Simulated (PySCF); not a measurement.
## YCl: input and log

State: ¹Σ⁺ (singlet), closed shell.

An equivalent input (the run itself took its basis sets from the Basis Set Exchange, started from a PBE0 density and held the occupation σ 8α 8β, πx 3α 3β, πy 3α 3β):

```python
from pyscf import gto, scf, cc
mol = gto.M(atom='Y 0 0 0; Cl 0 0 2.384', basis={'Y': 'def2-TZVPP', 'Cl': 'def2-TZVPP'}, ecp={'Y': 'def2-TZVPP'},
            charge=0, spin=0, verbose=4, symmetry='C2v')
mf = scf.RHF(mol)
mf.irrep_nelec = {'A1': 16, 'B1': 6, 'B2': 6}
mf.conv_tol = 1e-9
mf.max_cycle = 60
mf.diis_space = 10
mf.kernel()
mycc = cc.CCSD(mf, frozen=[0, 1, 2, 3, 4, 96, 97])
mycc.run(conv_tol=1e-7, conv_tol_normt=1e-5, max_cycle=80, diis_space=8)
et = mycc.ccsd_t()
```

The SCF ended at -497.44928873 hartree. The coupled-cluster part of the log:

```
******** <class 'pyscf.cc.ccsd.CCSD'> ********
CC2 = 0
CCSD nocc = 9, nmo = 91
frozen orbitals [0, 1, 2, 3, 4, 96, 97]
max_cycle = 80
direct = 0
conv_tol = 1e-07
conv_tol_normt = 1e-05
diis_space = 8
diis_start_cycle = 0
diis_start_energy_diff = 1e+09
Init t2, MP2 energy = -497.875379679643  E_corr(MP2) -0.426090946241257
Init E_corr(CCSD) = -0.426090946241414
cycle = 1  E_corr(CCSD) = -0.43591485601555  dE = -0.00982390977  norm(t1,t2) = 0.0684034
cycle = 2  E_corr(CCSD) = -0.445184333068236  dE = -0.00926947705  norm(t1,t2) = 0.027137
cycle = 3  E_corr(CCSD) = -0.446098391469434  dE = -0.000914058401  norm(t1,t2) = 0.0155922
cycle = 4  E_corr(CCSD) = -0.447840402720083  dE = -0.00174201125  norm(t1,t2) = 0.00754527
cycle = 5  E_corr(CCSD) = -0.447716092063673  dE = 0.000124310656  norm(t1,t2) = 0.00186595
cycle = 6  E_corr(CCSD) = -0.447589800626558  dE = 0.000126291437  norm(t1,t2) = 0.000903732
cycle = 7  E_corr(CCSD) = -0.447619249465055  dE = -2.94488385e-05  norm(t1,t2) = 0.000378579
cycle = 8  E_corr(CCSD) = -0.447641388621893  dE = -2.21391568e-05  norm(t1,t2) = 0.000203258
cycle = 9  E_corr(CCSD) = -0.447633564462712  dE = 7.82415918e-06  norm(t1,t2) = 0.000103755
cycle = 10  E_corr(CCSD) = -0.447630731890602  dE = 2.83257211e-06  norm(t1,t2) = 4.04609e-05
cycle = 11  E_corr(CCSD) = -0.447630688947148  dE = 4.29434538e-08  norm(t1,t2) = 1.90998e-05
cycle = 12  E_corr(CCSD) = -0.447631293636499  dE = -6.04689351e-07  norm(t1,t2) = 9.25102e-06
cycle = 13  E_corr(CCSD) = -0.447631322642802  dE = -2.90063027e-08  norm(t1,t2) = 2.5898e-06
CCSD converged
E(CCSD) = -497.8969200560448  E_corr = -0.4476313226428017
CCSD(T) correction = -0.0186115220864604
```

T1 diagnostic 0.017, D1 0.058, 18 electrons correlated, 2 of the virtual orbitals (those above 20 hartree) left out.

Repeating this along the bond gives Re = 2.411 Å and ωe = 374 cm⁻¹.

A point of this curve took 33 CPU seconds beside 0.53 for the integrals, on Arm Neoverse V1 (shared host).

Correlated steps freeze 5 core orbitals. Spin–orbit coupling is left out.
